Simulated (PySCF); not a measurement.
**`InChI=1S/C6H7NO2/c1-7-4-5-2-3-6(8)9-5/h2-4,8H,1H3/b7-4-`**

Geometry:
```tsv
atom	x (Å)	y (Å)	z (Å)
C1	-2.645	0.040	-0.720
N2	-2.353	-0.099	0.676
C3	-1.169	-0.130	1.121
C4	0.101	-0.044	0.442
C5	0.515	0.096	-0.863
C6	1.925	0.114	-0.858
C7	2.287	-0.016	0.453
O8	3.503	-0.058	1.008
O9	1.216	-0.112	1.247
H10	-3.730	0.038	-0.828
H11	-2.249	0.976	-1.123
H12	-2.228	-0.787	-1.303
H13	-1.076	-0.239	2.198
H14	-0.102	0.177	-1.733
H15	2.584	0.209	-1.695
H16	3.413	-0.157	1.965
```

Method: PySCF, GIAO PBE0/pcSseg-1 magnetisability, rotational g tensor and spin-rotation constants, non-relativistic, gas phase. Geometry: GFN2-xTB.

Q: Give the nuclear spin-rotation constants along the inertial axes (H = +C I·J) beside the isotropic shieldings.

A: Rotational constants 5.2705, 0.9401, 0.8018 GHz. A star marks the isotopologue with that one atom substituted, in its own axes.
| atom | isotope | Caa (kHz) | Cbb (kHz) | Ccc (kHz) | mean (kHz) | σ (ppm) |
| --- | --- | --- | --- | --- | --- | --- |
| N2 | 14N | 1.420 | 0.255 | 0.010 | 0.562 | -92.6 |
| H10 | 1H | 0.367 | -0.101 | -0.076 | 0.063 | 27.1 |
| H11 | 1H | -0.445 | -0.064 | -0.010 | -0.173 | 28.5 |
| H12 | 1H | -0.446 | -0.064 | -0.009 | -0.173 | 28.5 |
| H13 | 1H | -0.451 | 0.100 | -0.075 | -0.142 | 23.5 |
| H14 | 1H | -0.078 | 0.021 | -0.095 | -0.051 | 24.9 |
| H15 | 1H | -0.288 | 0.038 | -0.092 | -0.114 | 26.0 |
| H16 | 1H | -0.565 | 0.039 | -0.100 | -0.208 | 26.7 |
| C1 | 13C* | 1.067 | 0.139 | 0.147 | 0.451 | 144.0 |
| C3 | 13C* | 1.797 | 0.469 | 0.155 | 0.807 | 34.8 |
| C4 | 13C* | 2.385 | 0.311 | 0.173 | 0.956 | 43.0 |
| C5 | 13C* | 2.030 | 0.369 | 0.112 | 0.837 | 60.7 |
| C6 | 13C* | 1.616 | 0.300 | 0.103 | 0.673 | 96.1 |
| C7 | 13C* | 2.565 | 0.333 | 0.202 | 1.033 | 20.8 |
| O8 | 17O* | -0.701 | -0.169 | -0.087 | -0.319 | 223.4 |
| O9 | 17O* | -1.984 | -0.286 | -0.133 | -0.801 | 51.5 |

For the geometry as given, no vibrational averaging.
